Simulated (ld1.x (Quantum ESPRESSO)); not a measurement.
Transferability test, TM potential for cadmium (Cd)

ld1.x (Quantum ESPRESSO) 7.5 input, shortened:

```
&input
   title='Cd', zed=48., rel=1, dft='PBESOL', iswitch=3,
   config='[Kr] 4d10 5s2 5p0 5d-2'
 /
 &inputp
   pseudotype=2, tm=.true., lloc=0,
   nlcc=.true.
 /
3
5P  2  1   0.00   0.00  3.50  3.50  0.0
5D  3  2  -2.00   0.45  2.75  2.75  0.0
5S  1  0   2.00   0.00  1.90  1.90  0.0
 &test
   configts(1)='5s2 5p0'
 /
```

Energies are relative to the spin-unpolarised reference configuration 5s2 5p0; without spin polarisation the order of configurations can differ from experiment.

```
valence configuration  charge  ΔE all-electron (eV)  error AE − PS (meV)
              5s1 5p0      +1                 9.308                 -130
            5s1.5 5p0    +0.5                 3.731                  -27
              5s1 5p1       0                 4.729                  -33
              5s0 5p2       0                 9.766                 -122
```

(1) What are ΔE and the potential's error for 5s0 5p1?

Levels in the configuration 5s1 5p0:

```json
{"level": "5s", "all-electron (eV)": "-13.077", "pseudo (eV)": "-13.382"}
```

Note: ghost state, extra bound levels that the all-electron valence spectrum of the same l lacks: d at -58.5 eV. A true bound ghost makes a file unfit for plane-wave use.

Answers

(1) ΔE = 15.157 eV all-electron; the error (AE − PS) is -256 meV.
